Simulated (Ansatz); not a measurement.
Frontier orbitals of C$_{2}$H$_{5}$NOSi (`C=C1O[SiH]1N`).

The species carries charge 0 and has multiplicity 1. All single points use the PBE0-D4/def2-TZVP geometry. It is one conformer, not always the lowest. Basis def2-TZVPP, Ansatz.

```csv
functional,HOMO (eV),LUMO (eV),gap (eV)
PBE,-5.47,-0.86,4.61
BLYP,-5.31,-0.75,4.56
PBE0,-6.64,0.04,6.68
r2SCANh,-6.12,-0.27,5.85
ωB97M-V,-8.87,1.79,10.66
```

From PBE to PBE0 the HOMO moves by −1.17 eV and the LUMO by +0.90 eV, and with ωB97M-V by −3.41 and +2.65 eV, so the gap grows from 4.61 to 10.67 eV with exact exchange. A positive LUMO is unbound and depends on the basis.
